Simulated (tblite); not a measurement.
C5H13NOSi2.
Z-matrix (Å and degrees, GFN2-xTB geometry), rows numbered from 1:
```
C 
Si  1  1.9030
C   2  1.9027  1  115.99
C   2  1.9055  1  115.33  3  -139.25
C   4  1.3298  2  123.67  1    69.66
C   5  1.4571  4  118.11  2     0.17
O   6  1.2317  5  121.92  4    -0.07
N   6  1.3395  5  121.39  4   179.89
Si  8  1.7617  6  110.47  5   179.96
H   1  1.0858  2  110.85  3   178.06
H   1  1.0829  2  112.32  3    56.91
H   1  1.0854  2  109.63  3   -63.33
H   2  1.4941  1  103.97  3   113.62
H   3  1.0828  2  112.26  1   -56.88
H   3  1.0853  2  109.66  1    63.38
H   3  1.0857  2  110.82  1  -177.98
H   4  1.0807  2  117.77  1  -110.29
H   5  1.0836  4  124.41  2  -179.88
H   8  1.0060  6  120.53  5     0.07
H   9  1.4558  8  108.73  6   -63.09
H   9  1.4677  8  100.67  6  -179.98
H   9  1.4558  8  108.88  6    63.21
```

Computed values, GFN2-xTB/tblite, gas phase, harmonic and unscaled. Against measured fundamentals such values can be off by several per cent, at times by over 20. Modes of hydrogen on silicon can be 10 to 20 % off. One conformer, not necessarily the lowest.

Harmonic wavenumbers (cm⁻¹): 38.2, 55.5, 71.8, 76.4, 80.9, 134.7, 139.2, 156.6, 194.5, 220.9, 262.7, 311.4, 320.0, 472.0, 515.1, 578.5, 582.1, 611.4, 626.8, 671.6, 709.3, 730.7, 750.3, 768.6, 774.1, 789.4, 792.4, 802.9, 807.8, 829.7, 856.5, 859.7, 880.5, 933.1, 986.3, 1141.4, 1172.5, 1306.5, 1364.5, 1365.1, 1437.8, 1486.4, 1487.8, 1490.1, 1491.0, 1615.1, 1648.1, 2020.1, 2228.1, 2319.7, 2323.6, 3022.9, 3038.1, 3040.3, 3044.8, 3046.7, 3064.3, 3075.4, 3078.4, 3478.9.

A = 1948, B = 688.4, C = 620.0 MHz; mass 159.054 u (most abundant isotopes); point group Cs, symmetry number 1.

Task: What is the zero-point energy?

Result: ½Σν̃ = 36090 cm⁻¹ = 103.19 kcal/mol.

Task: Give the ideal-gas entropy at 273.15 K and 1 bar in the rigid-rotor, harmonic-oscillator model (classical rotation).

Result: Translation 40.69, rotation 30.08, vibration 41.80: S = 112.6 cal/(mol K).

Task: And Cp and H(273.15 K) − H(0)?

Result: Cp = 47.39 cal/(mol K), of which vibrations give 39.44 (their classical limit is 60 R = 119.2); H(273.15 K) − H(0) = 7.94 kcal/mol without the zero-point energy, 5.76 from vibrations.

Task: Blend soft modes into free rotors: weight 1/[1 + (100 cm⁻¹/ν̃)⁴] for the oscillator and the rest for a rotor with moment μB/(μ + B), μ = h/(8π²ν), B = 10⁻⁴⁴ kg m². What vibrational entropy results?

Result: 37.57 cal/(mol K) in place of 41.80, which changes −T·S at 273.15 K by +1.16 kcal/mol.

Task: Which modes carry the vibrational entropy at 273.15 K?

Result: 38.2 cm⁻¹: 5.18; 55.5 cm⁻¹: 4.44; 71.8 cm⁻¹: 3.93; 76.4 cm⁻¹: 3.81; 80.9 cm⁻¹: 3.70; 134.7 cm⁻¹: 2.71 cal/(mol K); the other 54 give 18.04 together.

Task: What must be added to the electronic energy to get the Gibbs energy at 273.15 K and 1 bar?

Result: ZPE + [H(273.15 K) − H(0)] − T·S = 103.19 + 7.94 − 30.75 = 80.38 kcal/mol.

Task: How do the functions run with temperature in this model?

Result: 
```csv
T (K),S (cal/(mol K)),Cp (cal/(mol K)),H − H(0) (kcal/mol),G − H(0) (kcal/mol),ln q(vib)
150,89.5,31.3,3.10,-10.33,5.43
250,108.5,44.4,6.87,-20.25,9.51
298.15,116.9,50.6,9.16,-25.68,11.38
400,133.4,62.1,14.92,-38.44,15.22
600,161.9,78.7,29.12,-68.05,22.32
900,197.1,94.4,55.29,-122.11,31.89
```

q(vib) and H(0) count from the zero-point level.

Hindered rotation and anharmonicity are outside this model. Other conformers, if any are populated, would add a mixing term that is left out.
